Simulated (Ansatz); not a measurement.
Relaxation of CrPb₁₂ (charge 0, singlet) with RKS PBE-D4/def2-SVP in Ansatz.

Positions (Å) and forces (eV/Å) at steps 23, 24, 25, 26, 27, 28, 30 of 30:

```xyz
13
step=23 energy=-91421.1536 eV
Cr   -0.152   -0.678   -0.285    0.063   -0.100   -0.030
Pb    0.767    3.065   -0.556   -0.135   -0.190    0.045
Pb    2.438   -1.861    0.426   -0.082    0.075   -0.010
Pb   -0.852   -3.026    0.903    0.136   -0.016   -0.099
Pb    2.473    1.176    1.427    0.004    0.008    0.005
Pb    2.485    0.658   -1.806    0.041   -0.062    0.076
Pb   -0.469    2.118    2.378   -0.014   -0.126   -0.218
Pb   -2.143    1.728   -0.334   -0.291    0.358   -0.016
Pb    0.599   -1.883   -2.615    0.069   -0.074    0.165
Pb   -0.451    1.239   -3.060    0.038   -0.059    0.169
Pb   -2.583   -0.434    2.037    0.131    0.040   -0.094
Pb   -2.587   -1.208   -1.505   -0.067    0.177    0.059
Pb    0.474   -0.892    2.988    0.106   -0.028   -0.053
13
step=24 energy=-91421.3136 eV
Cr   -0.158   -0.672   -0.289   -0.120    0.041   -0.003
Pb    0.714    2.989   -0.536    0.005    0.062   -0.121
Pb    2.422   -1.840    0.424    0.101   -0.079    0.018
Pb   -0.792   -3.049    0.859    0.047    0.025   -0.059
Pb    2.475    1.187    1.432    0.074   -0.007    0.019
Pb    2.510    0.627   -1.770    0.042   -0.003   -0.007
Pb   -0.473    2.067    2.290   -0.098   -0.003    0.096
Pb   -2.274    1.873   -0.347   -0.140    0.053   -0.037
Pb    0.634   -1.931   -2.553    0.005   -0.066    0.043
Pb   -0.433    1.204   -2.984   -0.054   -0.140    0.167
Pb   -2.525   -0.423    1.991    0.109   -0.029   -0.203
Pb   -2.625   -1.120   -1.482    0.023    0.187    0.085
Pb    0.526   -0.910    2.963    0.006   -0.041    0.002
13
step=25 energy=-91421.3796 eV
Cr   -0.244   -0.605   -0.315    0.060   -0.050    0.024
Pb    0.705    2.993   -0.569    0.023   -0.032    0.075
Pb    2.505   -1.871    0.448   -0.040    0.029   -0.029
Pb   -0.662   -3.063    0.776   -0.026   -0.070    0.018
Pb    2.473    1.179    1.427   -0.005    0.044    0.019
Pb    2.508    0.585   -1.750    0.053   -0.010    0.035
Pb   -0.505    2.054    2.305    0.069    0.005   -0.035
Pb   -2.343    2.007   -0.330   -0.053    0.047    0.003
Pb    0.686   -2.035   -2.430    0.013    0.010   -0.038
Pb   -0.485    1.122   -2.898   -0.028    0.045    0.001
Pb   -2.490   -0.444    1.866   -0.037    0.075   -0.003
Pb   -2.687   -0.978   -1.451   -0.097   -0.127   -0.087
Pb    0.540   -0.945    2.918    0.070    0.034    0.016
13
step=26 energy=-91421.3861 eV
Cr   -0.287   -0.673   -0.324    0.053    0.136    0.033
Pb    0.720    3.007   -0.542   -0.002   -0.001   -0.011
Pb    2.474   -1.848    0.432   -0.017   -0.039    0.017
Pb   -0.684   -3.104    0.782    0.013    0.083   -0.005
Pb    2.508    1.214    1.452   -0.021   -0.033   -0.018
Pb    2.512    0.594   -1.724   -0.006   -0.014    0.005
Pb   -0.476    2.080    2.304   -0.010   -0.027   -0.012
Pb   -2.341    1.997   -0.335    0.001    0.003   -0.002
Pb    0.689   -2.028   -2.459   -0.014    0.000    0.030
Pb   -0.483    1.128   -2.871   -0.024   -0.005   -0.015
Pb   -2.482   -0.407    1.864    0.008   -0.049   -0.030
Pb   -2.709   -1.034   -1.486    0.019   -0.028    0.026
Pb    0.559   -0.923    2.907   -0.001   -0.025   -0.019
13
step=27 energy=-91421.3910 eV
Cr   -0.259   -0.630   -0.314   -0.026    0.031   -0.025
Pb    0.714    2.995   -0.548    0.003    0.002    0.002
Pb    2.479   -1.862    0.438    0.034   -0.001    0.006
Pb   -0.679   -3.072    0.779   -0.005   -0.092    0.049
Pb    2.495    1.196    1.443    0.006   -0.007   -0.002
Pb    2.515    0.588   -1.731    0.013    0.002   -0.002
Pb   -0.485    2.062    2.296    0.002    0.010    0.007
Pb   -2.349    1.999   -0.337   -0.013    0.019    0.000
Pb    0.681   -2.023   -2.446    0.037   -0.010   -0.042
Pb   -0.491    1.131   -2.879    0.000    0.020   -0.027
Pb   -2.484   -0.419    1.857   -0.035    0.011    0.031
Pb   -2.696   -1.032   -1.474   -0.028    0.009   -0.014
Pb    0.559   -0.932    2.915    0.011    0.007    0.016
13
step=28 energy=-91421.3866 eV rejected
Cr   -0.257   -0.610   -0.314   -0.062   -0.201   -0.060
Pb    0.712    2.992   -0.553   -0.003   -0.018    0.016
Pb    2.490   -1.870    0.443   -0.051    0.003   -0.035
Pb   -0.671   -3.088    0.802    0.046    0.201   -0.105
Pb    2.490    1.187    1.437    0.004    0.008    0.008
Pb    2.519    0.587   -1.735   -0.008   -0.026   -0.005
Pb   -0.490    2.057    2.296    0.012    0.001   -0.009
Pb   -2.357    2.012   -0.336   -0.001   -0.009   -0.001
Pb    0.697   -2.025   -2.454   -0.062    0.097    0.158
Pb   -0.495    1.133   -2.888    0.011   -0.018    0.014
Pb   -2.490   -0.426    1.856    0.001    0.005    0.000
Pb   -2.707   -1.012   -1.472    0.114   -0.032    0.033
Pb    0.559   -0.936    2.920   -0.002   -0.010   -0.014
13
step=30 energy=-91421.3927 eV
Cr   -0.273   -0.628   -0.320   -0.001    0.000   -0.001
Pb    0.714    2.991   -0.547    0.001    0.000    0.001
Pb    2.484   -1.865    0.437   -0.001    0.002   -0.001
Pb   -0.672   -3.079    0.788    0.001    0.002   -0.001
Pb    2.499    1.193    1.443    0.002   -0.001    0.001
Pb    2.518    0.586   -1.729    0.000   -0.001    0.000
Pb   -0.484    2.062    2.296    0.001    0.000    0.000
Pb   -2.354    2.005   -0.337    0.000   -0.002    0.000
Pb    0.691   -2.021   -2.448    0.000    0.001    0.003
Pb   -0.492    1.135   -2.882   -0.003   -0.002   -0.002
Pb   -2.491   -0.416    1.860   -0.002    0.000   -0.001
Pb   -2.702   -1.033   -1.476    0.001    0.002    0.001
Pb    0.562   -0.932    2.914    0.000   -0.001    0.000
```

In the def2 sets Pb takes a core potential; there is no spin–orbit coupling. The restricted singlet is unstable: a solution with broken spin symmetry lies lower. The structure comes from a short search, and lower isomers may exist.
